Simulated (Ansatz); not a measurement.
Ansatz (a program for electronic structure) input file for C₃H₄O₃, SMILES O=C1OCCO1 (connectivity only; charge and spin as stated), charge -1, multiplicity 2, PBE-D3(BJ)/def2-SVPD. 

Ansatz 0.2 input:
```yaml
crystal:
  periodic: [false, false, false]
  atoms:
    - {symbol: O, position_ang: [2.07562955, -0.11994976, -0.01655362]}
    - {symbol: C, position_ang: [0.87690347, -0.12293641, -0.31379707]}
    - {symbol: O, position_ang: [-0.01584662, -1.09692078, 0.35491910]}
    - {symbol: C, position_ang: [-1.31675585, -0.70138053, 0.03877356]}
    - {symbol: C, position_ang: [-1.25530948, 0.84794351, 0.00434739]}
    - {symbol: O, position_ang: [0.10410067, 1.15346204, -0.12839023]}
    - {symbol: H, position_ang: [-2.01541943, -1.08616704, 0.79905473]}
    - {symbol: H, position_ang: [-1.62340664, -1.09309916, -0.95437362]}
    - {symbol: H, position_ang: [-1.85062320, 1.25346511, -0.83934070]}
    - {symbol: H, position_ang: [-1.65064839, 1.29130981, 0.93891428]}
basis:
  gaussian:
    orbitals: def2-SVPD
hamiltonian:
  xc: pbe
  dispersion: d3bj
total_charge: -1
magnetization: {spin_polarized: true, initial_magnetization: 1}
relax: {f_tol: 0.002, max_steps: 200}
```

Program output:

```
WARN ansatz: RAYON_NUM_THREADS=1 ignored (pool sized by the plan → 1); use --threads N
Functional definition: PBE
integrals: 0.08 GiB planned
1318 factors; their error is unknown
mean field: 0.78 GiB planned
mean field evaluation 1: about -9295.3051 eV, gradient 3.4e1 eV
mean field evaluation 2: about -9254.8077 eV, gradient 9.6e1 eV
mean field evaluation 4: about -9299.7351 eV, gradient 8.1e0 eV
mean field evaluation 8: about -9300.0138 eV, gradient 3.3e-1 eV
mean field evaluation 16: about -9299.9333 eV, gradient 1.2e-3 eV
mean field -9299.93325261 eV, -341.7662433123 hartree, gradient 1.0e-5 eV, S^2 0.752086; 2 other end points of the search recorded, 0 dependent functions left out
the calculation of the forces begins
reference -9299.93329546 eV, -341.7662448869 hartree; 24, 23 occupied and 137, 138 virtual orbitals, 1318 factors
relax step   1: F+E_penalty+E_count = -9300.11904778 eV  Δ(F+E_penalty+E_count) = +0.000e0 eV  max|allowed force component| = 4.365e-1 eV/Å  Δτ_max = 0.0000 Å  (63 SCF iters, accepted)
these checks for a lower state are left out or cut short: starts, cluster_reference, orbital_swaps, neighbouring_geometries, increment
integrals: 0.08 GiB planned
1318 factors; their error is unknown
mean field: 0.77 GiB planned
mean field evaluation 32: about -9300.0142 eV, gradient 2.0e0 eV
mean field -9299.94374300 eV, -341.7666288270 hartree, gradient 1.9e-5 eV, S^2 0.752108; 0 other end points of the search recorded, 0 dependent functions left out
the calculation of the forces begins
reference -9299.94378595 eV, -341.7666304055 hartree; 24, 23 occupied and 137, 138 virtual orbitals, 1318 factors
relax step   2: F+E_penalty+E_count = -9300.12915984 eV  Δ(F+E_penalty+E_count) = -1.011e-2 eV  max|allowed force component| = 1.092e-1 eV/Å  Δτ_max = 0.0146 Å  (38 SCF iters, accepted)
these checks for a lower state are left out or cut short: starts, cluster_reference, orbital_swaps, neighbouring_geometries, increment
integrals: 0.08 GiB planned
1318 factors; their error is unknown
mean field: 0.77 GiB planned
mean field -9299.94571987 eV, -341.7667014755 hartree, gradient 1.3e-5 eV, S^2 0.752110; 0 other end points of the search recorded, 0 dependent functions left out
the calculation of the forces begins
reference -9299.94576284 eV, -341.7667030549 hartree; 24, 23 occupied and 137, 138 virtual orbitals, 1318 factors
relax step   3: F+E_penalty+E_count = -9300.13098946 eV  Δ(F+E_penalty+E_count) = -1.830e-3 eV  max|allowed force component| = 4.903e-2 eV/Å  Δτ_max = 0.0127 Å  (37 SCF iters, accepted)
these checks for a lower state are left out or cut short: starts, cluster_reference, orbital_swaps, neighbouring_geometries, increment
integrals: 0.08 GiB planned
1318 factors; their error is unknown
mean field: 0.77 GiB planned
mean field -9299.94597723 eV, -341.7667109334 hartree, gradient 1.6e-5 eV, S^2 0.752110; 0 other end points of the search recorded, 0 dependent functions left out
the calculation of the forces begins
reference -9299.94602021 eV, -341.7667125127 hartree; 24, 23 occupied and 137, 138 virtual orbitals, 1318 factors
relax step   4: F+E_penalty+E_count = -9300.13124654 eV  Δ(F+E_penalty+E_count) = -2.571e-4 eV  max|allowed force component| = 2.897e-2 eV/Å  Δτ_max = 0.0054 Å  (40 SCF iters, accepted)
these checks for a lower state are left out or cut short: starts, cluster_reference, orbital_swaps, neighbouring_geometries, increment
integrals: 0.08 GiB planned
1318 factors; their error is unknown
mean field: 0.77 GiB planned
mean field -9299.94611149 eV, -341.7667158675 hartree, gradient 1.6e-5 eV, S^2 0.752110; 0 other end points of the search recorded, 0 dependent functions left out
the calculation of the forces begins
reference -9299.94615447 eV, -341.7667174468 hartree; 24, 23 occupied and 137, 138 virtual orbitals, 1318 factors
relax step   5: F+E_penalty+E_count = -9300.13139695 eV  Δ(F+E_penalty+E_count) = -1.504e-4 eV  max|allowed force component| = 1.268e-2 eV/Å  Δτ_max = 0.0089 Å  (40 SCF iters, accepted)
these checks for a lower state are left out or cut short: starts, cluster_reference, orbital_swaps, neighbouring_geometries, increment
integrals: 0.08 GiB planned
1318 factors; their error is unknown
mean field: 0.78 GiB planned
mean field evaluation 64: about -9299.9463 eV, gradient 1.2e-3 eV
mean field -9299.94630703 eV, -341.7667230534 hartree, gradient 1.6e-5 eV, S^2 0.752111; 0 other end points of the search recorded, 0 dependent functions left out
the calculation of the forces begins
reference -9299.94635002 eV, -341.7667246331 hartree; 24, 23 occupied and 137, 138 virtual orbitals, 1318 factors
[...]
the calculation of the forces begins
reference -9299.94766302 eV, -341.7667728850 hartree; 24, 23 occupied and 137, 138 virtual orbitals, 1318 factors
relax step  11: F+E_penalty+E_count = -9300.13274461 eV  Δ(F+E_penalty+E_count) = -1.255e-4 eV  max|allowed force component| = 2.452e-2 eV/Å  Δτ_max = 0.0296 Å  (36 SCF iters, accepted)
these checks for a lower state are left out or cut short: starts, cluster_reference, orbital_swaps, neighbouring_geometries, increment
integrals: 0.08 GiB planned
1318 factors; their error is unknown
mean field: 0.77 GiB planned
mean field -9299.94772855 eV, -341.7667752931 hartree, gradient 1.7e-5 eV, S^2 0.752126; 0 other end points of the search recorded, 0 dependent functions left out
the calculation of the forces begins
reference -9299.94777197 eV, -341.7667768890 hartree; 24, 23 occupied and 137, 138 virtual orbitals, 1318 factors
relax step  12: F+E_penalty+E_count = -9300.13284297 eV  Δ(F+E_penalty+E_count) = -9.836e-5 eV  max|allowed force component| = 2.698e-2 eV/Å  Δτ_max = 0.0221 Å  (37 SCF iters, accepted)
these checks for a lower state are left out or cut short: starts, cluster_reference, orbital_swaps, neighbouring_geometries, increment
integrals: 0.08 GiB planned
1318 factors; their error is unknown
mean field: 0.77 GiB planned
mean field -9299.94785916 eV, -341.7667800930 hartree, gradient 2.4e-5 eV, S^2 0.752127; 0 other end points of the search recorded, 0 dependent functions left out
the calculation of the forces begins
reference -9299.94790261 eV, -341.7667816898 hartree; 24, 23 occupied and 137, 138 virtual orbitals, 1318 factors
relax step  13: F+E_penalty+E_count = -9300.13296214 eV  Δ(F+E_penalty+E_count) = -1.192e-4 eV  max|allowed force component| = 4.229e-2 eV/Å  Δτ_max = 0.0270 Å  (36 SCF iters, accepted)
these checks for a lower state are left out or cut short: starts, cluster_reference, orbital_swaps, neighbouring_geometries, increment
integrals: 0.08 GiB planned
1318 factors; their error is unknown
mean field: 0.77 GiB planned
mean field -9299.94787057 eV, -341.7667805124 hartree, gradient 2.8e-5 eV, S^2 0.752125; 0 other end points of the search recorded, 0 dependent functions left out
the calculation of the forces begins
reference -9299.94791409 eV, -341.7667821118 hartree; 24, 23 occupied and 137, 138 virtual orbitals, 1318 factors
relax step  14: F+E_penalty+E_count = -9300.13296722 eV  Δ(F+E_penalty+E_count) = -5.079e-6 eV  max|allowed force component| = 8.255e-2 eV/Å  Δτ_max = 0.0279 Å  (37 SCF iters, accepted)
these checks for a lower state are left out or cut short: starts, cluster_reference, orbital_swaps, neighbouring_geometries, increment
integrals: 0.08 GiB planned
1318 factors; their error is unknown
mean field: 0.77 GiB planned
mean field evaluation 128: about -9299.9480 eV, gradient 2.1e-5 eV
mean field -9299.94797131 eV, -341.7667842143 hartree, gradient 2.4e-5 eV, S^2 0.752127; 0 other end points of the search recorded, 0 dependent functions left out
the calculation of the forces begins
reference -9299.94801479 eV, -341.7667858123 hartree; 24, 23 occupied and 137, 138 virtual orbitals, 1318 factors
relax step  15: F+E_penalty+E_count = -9300.13304833 eV  Δ(F+E_penalty+E_count) = -8.111e-5 eV  max|allowed force component| = 1.591e-2 eV/Å  Δτ_max = 0.0049 Å  (39 SCF iters, accepted)
these checks for a lower state are left out or cut short: starts, cluster_reference, orbital_swaps, neighbouring_geometries, increment
integrals: 0.08 GiB planned
1318 factors; their error is unknown
mean field: 0.77 GiB planned
mean field -9299.94794762 eV, -341.7667833438 hartree, gradient 2.4e-5 eV, S^2 0.752129; 0 other end points of the search recorded, 0 dependent functions left out
the calculation of the forces begins
reference -9299.94799118 eV, -341.7667849447 hartree; 24, 23 occupied and 137, 138 virtual orbitals, 1318 factors
relax step  16: F+E_penalty+E_count = -9300.13303850 eV  Δ(F+E_penalty+E_count) = +9.831e-6 eV  max|allowed force component| = 2.770e-2 eV/Å  Δτ_max = 0.0049 Å  (38 SCF iters, rejected (line search))
these checks for a lower state are left out or cut short: starts, cluster_reference, orbital_swaps, neighbouring_geometries, increment
integrals: 0.08 GiB planned
1318 factors; their error is unknown
mean field: 0.77 GiB planned
mean field -9299.94797650 eV, -341.7667844053 hartree, gradient 1.9e-5 eV, S^2 0.752127; 0 other end points of the search recorded, 0 dependent functions left out
the calculation of the forces begins
reference -9299.94802000 eV, -341.7667860040 hartree; 24, 23 occupied and 137, 138 virtual orbitals, 1318 factors
relax step  17: F+E_penalty+E_count = -9300.13307677 eV  Δ(F+E_penalty+E_count) = -2.843e-5 eV  max|allowed force component| = 4.523e-3 eV/Å  Δτ_max = 0.0024 Å  (31 SCF iters, accepted)
these checks for a lower state are left out or cut short: starts, cluster_reference, orbital_swaps, neighbouring_geometries, increment
integrals: 0.08 GiB planned
1318 factors; their error is unknown
mean field: 0.77 GiB planned
mean field -9299.94799398 eV, -341.7667850478 hartree, gradient 2.7e-5 eV, S^2 0.752127; 0 other end points of the search recorded, 0 dependent functions left out
the calculation of the forces begins
reference -9299.94803751 eV, -341.7667866471 hartree; 24, 23 occupied and 137, 138 virtual orbitals, 1318 factors
relax step  18: F+E_penalty+E_count = -9300.13308736 eV  Δ(F+E_penalty+E_count) = -1.060e-5 eV  max|allowed force component| = 5.286e-3 eV/Å  Δτ_max = 0.0087 Å  (38 SCF iters, accepted)
these checks for a lower state are left out or cut short: starts, cluster_reference, orbital_swaps, neighbouring_geometries, increment
integrals: 0.08 GiB planned
1318 factors; their error is unknown
mean field: 0.77 GiB planned
mean field -9299.94799636 eV, -341.7667851351 hartree, gradient 2.3e-5 eV, S^2 0.752127; 0 other end points of the search recorded, 0 dependent functions left out
the calculation of the forces begins
reference -9299.94803988 eV, -341.7667867343 hartree; 24, 23 occupied and 137, 138 virtual orbitals, 1318 factors
relax step  19: F+E_penalty+E_count = -9300.13309093 eV  Δ(F+E_penalty+E_count) = -3.568e-6 eV  max|allowed force component| = 1.621e-3 eV/Å  Δτ_max = 0.0066 Å  (38 SCF iters, accepted)
integrals: 0.08 GiB planned
1318 factors; their error is unknown
mean field: 0.77 GiB planned
mean field evaluation 160: about -9256.9676 eV, gradient 9.4e1 eV
mean field -9299.94799636 eV, -341.7667851351 hartree, gradient 2.8e-5 eV, S^2 0.752127; 3 other end points of the search recorded, 0 dependent functions left out
the calculation of the forces begins
reference -9299.94803988 eV, -341.7667867343 hartree; 24, 23 occupied and 137, 138 virtual orbitals, 1318 factors
Total energy: -9300.13313445 eV, -341.7735888344 hartree
Atom 0 at     2.086665    -0.109597    -0.114436 Å, force    -0.001138    -0.000088     0.000899 eV/Å
Atom 1 at     0.863534    -0.052190    -0.311701 Å, force     0.001057    -0.000428    -0.001381 eV/Å
Atom 2 at     0.001798    -1.149828     0.209355 Å, force    -0.000797     0.001235    -0.000482 eV/Å
Atom 3 at    -1.326716    -0.715018     0.054330 Å, force     0.000137     0.000160    -0.000179 eV/Å
Atom 4 at    -1.246868     0.845214     0.010516 Å, force     0.001056    -0.000785     0.000380 eV/Å
Atom 5 at     0.118508     1.150330     0.153473 Å, force    -0.001621    -0.000549    -0.000289 eV/Å
Atom 6 at    -1.931651    -1.093844     0.906950 Å, force     0.000351     0.000504    -0.000468 eV/Å
Atom 7 at    -1.774862    -1.103639    -0.895647 Å, force     0.000616     0.000286     0.001111 eV/Å
Atom 8 at    -1.648956     1.222935    -0.964128 Å, force     0.000418    -0.000092     0.000626 eV/Å
Atom 9 at    -1.812826     1.331364     0.834842 Å, force    -0.000078    -0.000242    -0.000218 eV/Å
Dipole moment:    -1.218265     0.064944     0.096512 e Å
```

The run converged.
